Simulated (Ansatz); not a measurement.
`C=C=[N][SbH2]` + `C[SiH3]` → `[SiH3][CH2][SbH2]` + `C=C=N` at 700 K and 1 bar (formal exchange of groups at the Sb–N bond).

Gas-phase electronic energies from Ansatz, PBE0-D4/def2-TZVP geometries. CBS: MP2 limit from def2 TZ/QZ plus the TZ coupled-cluster correction, frozen cores. This one scheme is used for every species. Elements past krypton have def2 core potentials. For Sb outer-core shells are correlated without core-valence functions, which leaves a few kJ/mol of doubt a bond. Each species was taken in one conformer, which may not be the lowest.

```
            species  CCSD(T)/CBS energy (Eh)  H − E (kJ/mol)  S (J/(mol·K))
    `C=C=[N][SbH2]`               -373.15774           189.2          425.1
          `C[SiH3]`               -330.73916           210.8          332.0
`[SiH3][CH2][SbH2]`               -571.33795           244.1          455.8
            `C=C=N`               -132.55079           156.4          309.8
```

H − E and S are ideal-gas, rigid-rotor, harmonic terms from PBE0-D4/def2-TZVP, for one conformer and one mirror image of each species. 1 Eh = 2625.50 kJ/mol, R = 8.31446 J/(mol·K).

Question: By hand: ΔE, ΔH, ΔS and ΔG.

Answer: ΔE = (-571.33795) + (-132.55079) − (-373.15774) − (-330.73916) = 0.00816 Eh = 21.4 kJ/mol. Δ(H − E) = 244.1 + 156.4 − 189.2 − 210.8 = 0.5, so ΔH = 21.9 kJ/mol. ΔS = 455.8 + 309.8 − 425.1 − 332.0 = 8.5 J/(mol·K). ΔG = 21.9 − 700 × (8.5)/1000 = 15.9 kJ/mol.

Question: By hand: the equilibrium constant, and the temperature at which ΔG would vanish if ΔH and ΔS stayed fixed.

Answer: log₁₀ K = −ΔG/(RT ln 10) = -1.2. ΔG = 0 at ΔH/ΔS = 2576 K, far beyond where these terms or the molecules hold.

The number of gas molecules stays the same, so ΔS is small and ΔH decides. A doubt of 5 kJ/mol in ΔE shifts log₁₀ K by 0.4 here. Other conformers and mirror images would add mixing entropy, several J/(mol·K) or more a flexible species. Modes under 60 cm⁻¹, often nearly free rotors, make the harmonic entropy too high. These are equilibria of isolated gas molecules and say nothing of rates. Largest T1 diagnostic: 0.015 (customary marks: 0.02 for closed shells, 0.045 for open ones).
